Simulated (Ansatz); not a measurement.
One change: `BN(C)BC` becomes `CBN(C)C`.

Ansatz, PBE0-D4/def2-TZVP geometries, multiplicity 1. Each molecule was computed in one conformer, which needn't be the lowest.

```
                                        property  `BN(C)BC`
size of the dipole moment (B3LYP/def2-TZVPP) / D       1.74
           LUMO energy (ωB97M-V/def2-TZVPP) / eV       1.07
             HOMO energy (B3LYP/def2-TZVPP) / eV      -8.26
  size of the dipole moment (PBE/def2-TZVPP) / D       1.85
               HOMO energy (PBE/def2-TZVPP) / eV      -7.27
            HOMO–LUMO gap (PBE0/def2-TZVPP) / eV       7.63
```

Task: Give the same properties after the change, and the shifts. (Best estimate.)

Result: Ansatz gave: 
| property | `CBN(C)C` | shift |
| --- | --- | --- |
| size of the dipole moment (B3LYP/def2-TZVPP) / D | 1.51 | -0.23 |
| LUMO energy (ωB97M-V/def2-TZVPP) / eV | 2.32 | 1.25 |
| HOMO energy (B3LYP/def2-TZVPP) / eV | -6.95 | 1.31 |
| size of the dipole moment (PBE/def2-TZVPP) / D | 1.58 | -0.27 |
| HOMO energy (PBE/def2-TZVPP) / eV | -5.92 | 1.35 |
| HOMO–LUMO gap (PBE0/def2-TZVPP) / eV | 7.85 | 0.22 |

With PBE0 the HOMO rises by 1.33 eV and the LUMO rises by 1.56 eV, so the gap widens by about 0.23 eV. PBE moves the HOMO by 1.35 eV and ωB97M-V by 1.35 eV. Dipoles are sizes alone; their direction can turn.

B3LYP here is the variant with VWN-RPA as its local correlation; programs differ in this.
